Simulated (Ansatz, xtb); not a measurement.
## C6H6OS: which of two isomers lies lower

Structure a: `O=C1C=CC(=S)CC1`, a singlet. Structure b: `Oc1ccc(S)cc1`, a singlet. Both are isolated molecules in the gas phase, relaxed with PBE-D3(BJ)/def2-SVP; the shapes shown needn't be the lowest conformers.

a (Å):

```xyz
14

C     0.8304    0.5873   -1.5971
C     1.8498   -0.1646   -2.3722
C     2.3526   -1.3657   -1.9586
C     1.8686   -2.0525   -0.7637
C     0.6119   -1.4951   -0.1332
C     0.5187    0.0354   -0.2123
O     0.3234    1.6135   -2.0363
S     2.6414   -3.3956   -0.1896
H     2.1985    0.3168   -3.2998
H     3.1585   -1.8662   -2.5192
H    -0.2419   -1.9403   -0.6956
H     0.5234   -1.8650    0.9056
H    -0.4731    0.4129    0.1021
H     1.2669    0.4879    0.4779
```

b (Å):

```xyz
14

C     1.7119    0.3984   -1.7823
C     1.1686   -0.7796   -2.3288
C     0.7674   -1.8338   -1.4957
C     0.9007   -1.7327   -0.0975
C     1.4464   -0.5485    0.4456
C     1.8470    0.5029   -0.3835
O     2.1180    1.4535   -2.5441
S     0.4177   -3.0222    1.0318
H     1.9632    1.2339   -3.4812
H     1.0562   -0.8776   -3.4214
H     0.3457   -2.7442   -1.9485
H    -0.0247   -3.8933    0.0845
H     1.5595   -0.4479    1.5360
H     2.2719    1.4247    0.0393
```

Quicker runs give these differences E(b) − E(a): GFN2-xTB −19.7 kcal/mol; HF/STO-3G −23.8 kcal/mol (at GFN2-xTB geometries); r2SCAN-D4/def2-SVP −16.3 kcal/mol (at GFN2-xTB geometries).

Estimate E(b) − E(a) at the level CCSD(T)/def2-SVP + ΔMP2/def2-TZVPP.

Calculated at CCSD(T)/def2-SVP + ΔMP2/def2-TZVPP: E(b) − E(a) = −15.0 kcal/mol, so structure b lies lower.

Level by level:

```
                             level             geometry  E(b) − E(a) (kcal/mol)  departure from the last row (kcal/mol)  job, with rough time for the two
                          GFN2-xTB             GFN2-xTB                     −19.7                                    −4.7               optimisation, 0.6 s
                         HF/STO-3G             GFN2-xTB                     −23.8                                    −8.8               single point, 2.1 s
                r2SCAN-D4/def2-SVP             GFN2-xTB                     −16.3                                    −1.3                single point, 14 s
               PBE-D3(BJ)/def2-SVP  PBE-D3(BJ)/def2-SVP                     −15.2                                    −0.2                optimisation, 86 s
                       HF/def2-SVP  PBE-D3(BJ)/def2-SVP                     −14.3                                    +0.7           part of the CCSD(T) run
                      MP2/def2-SVP  PBE-D3(BJ)/def2-SVP                     −14.5                                    +0.5           part of the CCSD(T) run
                  CCSD(T)/def2-SVP  PBE-D3(BJ)/def2-SVP                      −9.7                                    +5.2                      single point
CCSD(T)/def2-SVP + ΔMP2/def2-TZVPP  PBE-D3(BJ)/def2-SVP                     −15.0                                                     single point, 5.1 min
```

As drawn, b has 1 C–O, 6 C∷C, 1 C–S, 1 O–H, 1 S–H in place of 1 C=O, 5 C–C, 1 C=C, 1 C=S, 2 C–H (∷ is an aromatic bond). Structure a has a 6-membered ring, b a 6-membered ring (with an aromatic ring).

None of the levels shown reverses the order. The largest departure from CCSD(T)/def2-SVP + ΔMP2/def2-TZVPP is that of HF/STO-3G, 8.8 kcal/mol. The last row adds to CCSD(T) the change of the MP2 difference between the two basis sets, here −5.2 kcal/mol, a large step that makes the value less sure.

With thermal terms from frequencies at re-optimised GFN2-xTB minima (ideal gas, soft modes damped towards free rotors, one conformer each, 298.15 K, 1 atm): on the last row, ΔE + ΔZPE = −16.9, ΔH = −16.8, ΔG = −16.7 kcal/mol.

The correlated steps freeze 12 core orbitals. Programs: Ansatz 0.2.0, xtb 6.7.1; the last row on 2 threads of Intel(R) Xeon(R) Processor @ 2.50GHz (Skylake/Cascade Lake) on a shared host.
